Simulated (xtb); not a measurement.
C$_{3}$H$_{7}$O$_{2}$, doublet, geometry from GFN2-xTB; GFN2-xTB (xtb).

xtb was given this input:
```
$ xtb mol.xyz --gfn 2 --uhf 1 --json

# file mol.xyz
12

C      1.50819162    -0.73795999     0.43248046
C      0.57207632     0.36972919    -0.09477346
O     -0.13100864     0.98699105     0.97305001
C     -0.45295305    -0.16437097    -1.03736454
O     -1.70715484    -0.42723192    -0.57774833
H      2.25959940    -0.31797272     1.10030602
H      2.01077026    -1.21954514    -0.40067598
H      0.92816150    -1.48208559     0.97345271
H      1.19400709     1.11886106    -0.61749632
H      0.50509671     1.28814348     1.62799971
H     -0.16818726    -0.71204669    -1.91491081
H     -1.78802916     0.04218330     0.26685666
```

Output, abridged:

```
   ID    Z sym.   atoms
    1    6 C      1, 2, 4
    2    8 O      3, 5
    3    1 H      6-12

           -------------------------------------------------
          |                Calculation Setup                |
           -------------------------------------------------

           -------------------------------------------------
          |                 G F N 2 - x T B                 |
           -------------------------------------------------

          ...................................................
          :                      SETUP                      :
          :.................................................:
          :  # basis functions                  27          :
          :  # atomic orbitals                  27          :
          :  # shells                           17          :
          :  # electrons                        31          :
          :  max. iterations                   250          :
          :  Hamiltonian                  GFN2-xTB          :
          :  restarted?                      false          :
          :  GBSA solvation                  false          :
          :  PC potential                    false          :
          :  electronic temp.          300.0000000     K    :
          :  accuracy                    1.0000000          :
          :  -> integral cutoff          0.2500000E+02      :
          :  -> integral neglect         0.1000000E-07      :
          :  -> SCF convergence          0.1000000E-05 Eh   :
          :  -> wf. convergence          0.1000000E-03 e    :
          :  Broyden damping             0.4000000          :
          :  net charge                          0          :
          :  unpaired electrons                  1          :
          ...................................................

 iter      E             dE          RMSdq      gap      omega  full diag
   1    -18.1899956 -0.181900E+02  0.362E+00    8.37       0.0  T
   2    -18.2024321 -0.124365E-01  0.204E+00    8.08       1.0  T
   3    -18.2029320 -0.499903E-03  0.645E-01    8.23       1.0  T
   4    -18.2035201 -0.588039E-03  0.139E-01    8.11       1.0  T
   5    -18.2035499 -0.298762E-04  0.659E-02    8.12       1.0  T
   6    -18.2035523 -0.233601E-05  0.160E-02    8.11       1.8  T
   7    -18.2035525 -0.195850E-06  0.452E-03    8.12       6.4  T
   8    -18.2035525 -0.175837E-07  0.144E-03    8.12      20.0  T
   9    -18.2035525 -0.203129E-08  0.330E-04    8.12      87.3  T
  10    -18.2035525 -0.459046E-10  0.101E-04    8.12     285.3  T

   *** convergence criteria satisfied after 10 iterations ***

         :::::::::::::::::::::::::::::::::::::::::::::::::::::
         ::                     SUMMARY                     ::
         :::::::::::::::::::::::::::::::::::::::::::::::::::::
         :: total energy             -18.039021811038 Eh    ::
         :: gradient norm              0.000034622950 Eh/a0 ::
         :: HOMO-LUMO gap              8.117954412902 eV    ::
         ::.................................................::
         :: SCC energy               -18.203547314968 Eh    ::
         :: -> isotropic ES            0.041514657663 Eh    ::
         :: -> anisotropic ES          0.001586828984 Eh    ::
         :: -> anisotropic XC          0.001922366348 Eh    ::
         :: -> dispersion             -0.005574147696 Eh    ::
         :: repulsion energy           0.164525503931 Eh    ::
         :: add. restraining           0.000000000000 Eh    ::
         :: total charge              -0.000000000000 e     ::
         :::::::::::::::::::::::::::::::::::::::::::::::::::::

           -------------------------------------------------
          |                Property Printout                |
           -------------------------------------------------

    * Orbital Energies and Occupations

         #    Occupation            Energy/Eh            Energy/eV
      -------------------------------------------------------------
[...]
        16        1.0000           -0.2769353              -7.5358 (HOMO)
        17                          0.0213941               0.5822 (LUMO)
        18                          0.0886119               2.4113
        19                          0.0994491               2.7061
        20                          0.1208546               3.2886
        21                          0.1481544               4.0315
        22                          0.1661722               4.5218
        23                          0.2132532               5.8029
        24                          0.2223790               6.0512
        25                          0.2350292               6.3955
        26                          0.2989715               8.1354
        27                          0.3254421               8.8557
      -------------------------------------------------------------
                  HL-Gap            0.2983293 Eh            8.1180 eV
             Fermi-level           -0.2391275 Eh           -6.5070 eV

     #   Z          covCN         q      C6AA      α(0)
     1   6 C        3.751    -0.121    22.875     6.821
     2   6 C        3.722     0.113    18.839     6.198
     3   8 O        1.656    -0.451    21.861     6.312
     4   6 C        2.762     0.015    27.665     8.614
     5   8 O        1.658    -0.361    20.113     6.054
     6   1 H        0.925     0.037     2.489     2.467
     7   1 H        0.925     0.044     2.394     2.420
     8   1 H        0.925     0.052     2.299     2.371
     9   1 H        0.922     0.020     2.737     2.587
    10   1 H        0.805     0.289     0.756     1.365
    11   1 H        0.926     0.037     2.485     2.465
    12   1 H        0.805     0.327     0.646     1.262

 Mol. C6AA /au·bohr⁶  :       1088.027391
 Mol. C8AA /au·bohr⁸  :      22875.870337
 Mol. α(0) /au        :         48.936707

Wiberg/Mayer (AO) data.
largest (>0.10) Wiberg bond orders for each atom

 ---------------------------------------------------------------------------
     #   Z sym  total        # sym  WBO       # sym  WBO       # sym  WBO
 ---------------------------------------------------------------------------
     1   6 C    3.993 --     8 H    0.987     7 H    0.986     6 H    0.983
                             2 C    0.967
     2   6 C    3.951 --     4 C    1.027     3 O    0.980     1 C    0.967
                             9 H    0.950
     3   8 O    1.964 --     2 C    0.980    10 H    0.898
     4   6 C    3.330 --     5 O    1.252     2 C    1.027    11 H    0.970
     5   8 O    2.172 --     4 C    1.252    12 H    0.863
     6   1 H    0.999 --     1 C    0.983
     7   1 H    0.998 --     1 C    0.986
     8   1 H    0.997 --     1 C    0.987
     9   1 H    0.999 --     2 C    0.950
    10   1 H    0.917 --     3 O    0.898
    11   1 H    0.999 --     4 C    0.970
    12   1 H    0.893 --     5 O    0.863
 ---------------------------------------------------------------------------

Topologies differ in total number of bonds
Writing topology from bond orders to xtbtopo.mol

molecular dipole:
                 x           y           z       tot (Debye)
 q only:        0.663       0.145       0.452
   full:        1.019       0.211       0.708       3.199
molecular quadrupole (traceless):
                xx          xy          yy          xz          yz          zz
 q only:       -0.184      -0.309      -0.790      -1.043       0.512       0.974
  q+dip:       -1.151       0.381      -0.343      -0.958       1.007       1.494
   full:       -0.932       0.080      -0.570      -1.148       1.119       1.502

           -------------------------------------------------
          | TOTAL ENERGY              -18.039021811038 Eh   |
          | GRADIENT NORM               0.000034622950 Eh/α |
          | HOMO-LUMO GAP               8.117954412902 eV   |
           -------------------------------------------------

normal termination of xtb
```
